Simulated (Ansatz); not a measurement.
Mulliken charges of FH6NSi2 (`F[SiH2]N[SiH3]`) from ωB97M-V/def2-TZVPP in Ansatz (PBE0-D4/def2-TZVP geometry).

```
atom   x (Å)   y (Å)   z (Å)  charge (e)
  F1  -2.181   0.400  -1.257      -0.317
 Si2  -0.764   1.024  -0.845       0.520
  N3   0.398  -0.171  -0.482      -0.357
 Si4   0.699  -0.943   1.040       0.241
  H5  -0.310   1.809  -2.015      -0.050
  H6  -1.002   1.841   0.363      -0.047
  H7   0.903  -0.544  -1.275       0.098
  H8   0.339  -2.386   1.014      -0.033
  H9  -0.135  -0.241   2.047      -0.021
 H10   2.135  -0.841   1.412      -0.034
```

**Question.** By hand: the dipole of these point charges (1 e Å = 4.8032 D).

**Answer.** Σ q r = (0.391, 0.122, 0.216) e Å, of length 0.463 e Å = 2.22 D.

**Question.** How does the dipole of the full density compare? (Estimate.)

**Answer.** The calculation gave: (0.351, -0.030, -0.050) e Å, 1.71 D; the point charges give 1.30 times that, at 42° from its direction.

Point charges leave out the atoms' own dipoles, such as those of lone pairs, and Mulliken's split depends on the basis, so the two needn't agree.
